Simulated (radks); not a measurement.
Problem. The technetium ion Tc22+, configuration [Ar] 3d3 (the NIST ground configuration). Method: non-relativistic Kohn-Sham, PBE, spin-polarised, spherical densities, point nucleus; open shells are filled with parallel spins first (spin-orbit coupling, left out, can overturn this in heavy ions); relativity is left out, which matters for an element this heavy; computed with a radial shooting solver on a logarithmic mesh with Libxc functionals. Some entries of the table are withheld. Estimate them.

orbital,occ.,eigenvalue (hartree),<1/r> (bohr^-1),<r> (bohr)
1s up,1,-778.2057,42.48,0.03545
1s down,1,-778.2038,42.48,0.03545
2s up,1,-135.8648,9.643,0.1539
2s down,1,-135.5707,9.659,0.1536
2p up,3,-127.9898,9.625,0.1318
2p down,3,-127.7777,9.638,0.1316
3s up,1,(1),(2),0.3945
3s down,1,(3),(4),0.3957
3p up,3,-41.81365,3.607,0.3821
3p down,3,-41.47442,3.588,0.3835
3d up,3,-36.87312,3.481,0.3429
3d down,0,-36.45552,3.468,0.3446

Solution. 
(1) 3s up eigenvalue (hartree): -44.74289
(2) 3s up <1/r> (bohr^-1): 3.670
(3) 3s down eigenvalue (hartree): -44.42349
(4) 3s down <1/r> (bohr^-1): 3.652
